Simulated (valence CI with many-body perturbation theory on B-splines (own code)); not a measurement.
The numbers below are computed, except where a source is named.
# A CI+MBPT run for Tl LXI

The program does CI of the valence electrons with many-body perturbation theory for a frozen closed Dirac-Fock core.

Command, and the settings that its task file holds:

```sh
python run_cv.py task.json out
```

```
atom Tl  Z=81  mass_number=205  rms_radius_fm=5.4759
core [Ar]
valence 4d3
avg = 1
basis = S
breit = 1
cap = 10000
capref = 1200
cscale = 1
de = 0.0
dress = 0
eps = 2e-08
extrap = 1
h = 0.27
hh = 1
l2 = 3
lcore = 6
maxit = 60
n2 = 5
natural = 1
nlev = 20
nno = [3, 3, 3, 3, 1]
nroot = 26
nsp = [3, 3, 2, 2, 0]
pt2 = 1
qed = 1
rpa = 1
s1 = 1
s2 = 1
s3 = 1
screen = 1
tol = 2e-05
whole = 1
```

Question: What became of the run, and why?

Answer: It gave no result: the start configuration must fill the lowest shells above the core. The program said: "4d is not the lowest shell of its kind above the core".
